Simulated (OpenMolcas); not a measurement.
Au5+ (d6) among equal point charges was computed by CASSCF with the d shell active (OpenMolcas, ANO-RCC-VDZP on the metal). Its lowest spin-free states, and all those of the highest spin:

```tsv
2S+1	Degeneracy	E (cm-1)
5	1	0.0
5	2	2275
5	2	7076
3	1	20529
3	2	20726
3	2	21597
3	1	22538
3	2	23267
3	2	24545
3	1	24902
3	1	25358
3	2	25764
```

Task: Is the site octahedral, tetrahedral or cube-like, axial, or of lower symmetry?

Result: The states with 2S+1 = 5 have orbital degeneracies 1, 2, 2. There are pairs but no triples, so the site is axial: not cubic, but with a proper or improper axis of order three or more. The run had Au5+ among 6 point charges of -1.36 e arranged as a trigonal antiprism (D3d), 2.1 Å from the ion, with a polar angle of 61.9° against the regular 54.74°.

Spin-orbit coupling mixes the spin-free states strongly: the lowest level takes only 51 % from its leading state, 5A1. Without dynamic correlation the repulsion within the d shell is too large (B by tens of per cent), so at a given field states of lower spin stand too high. Point charges give a weaker field than real ligands, and real ions of this kind are as a rule low spin; the high spin found here belongs to the model. This is an electrostatic model: the charges have no orbitals. No measured value stands beside these numbers.
